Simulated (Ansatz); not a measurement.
`C=N[Si](O)(F)Cl` → `F[Si]Cl` + `C=NO`  (silylene formation by 1,1-elimination)

Program: Ansatz. Geometries: PBE0-D4/def2-TZVP. ΔE: electronic, gas phase. CCSD(T)/CBS is the MP2 limit (def2-TZVPP, def2-QZVPP) plus CCSD(T) − MP2 in def2-TZVPP, frozen cores. This one scheme is used for every species. Functionals use def2-TZVPP. B3LYP here is the variant with VWN-RPA as its local correlation; programs differ in this. Each species was taken in one conformer, which may not be the lowest.

```tsv
level	ΔE (kJ/mol)
B3LYP	442.8
BHLYP	487.0
```

(1) What does CCSD(T)/CBS give? (Best estimate.)

Largest T1 diagnostic among the species: 0.014.

Results:

(1) The calculation gave: +485.0 kJ/mol. The listed levels differ from it by -42.2, 2.0 kJ/mol.

From r2SCAN to r2SCAN0 (25 % exact exchange), in def2-TZVPP and without D4, ΔE moves by +19.3 kJ/mol. The D4 term adds +18.7 kJ/mol with B3LYP and +10.2 kJ/mol with PBE0; it sums over pairs of atoms, weighted by their polarisabilities, and B3LYP, whose exchange is more repulsive, gets the larger term.
